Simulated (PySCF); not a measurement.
In(F)(Cl)(OMe) (CH₃ClFInO), SMILES C[O][In]([F])[Cl]. Geometry: PBE-D3(BJ)/def2-SVP. The structure was generated by enumeration; whether it is a known compound was not checked. The def2 effective core potentials stand for the cores of In; spin–orbit coupling is left out. The values are those of a single conformer.

Question: Give the equilibrium geometry at PBE-D3(BJ)/def2-SVP (PySCF confirms it by a frequency run) as Cartesian coordinates in Å. (Estimate from the structure and the level; the computed values follow.)

Answer: This is not unique; one that fits is 
```xyz
8

In    -0.0314    -0.2180     0.2873
F     -0.1460    -1.1407     2.0170
Cl     0.4724     2.0817     0.2441
O     -0.4279    -1.2135    -1.4120
C     -0.2112    -0.5796    -2.6642
H      0.8024    -0.8044    -3.0700
H     -0.9597    -0.9789    -3.3843
H     -0.3276     0.5285    -2.6437
```
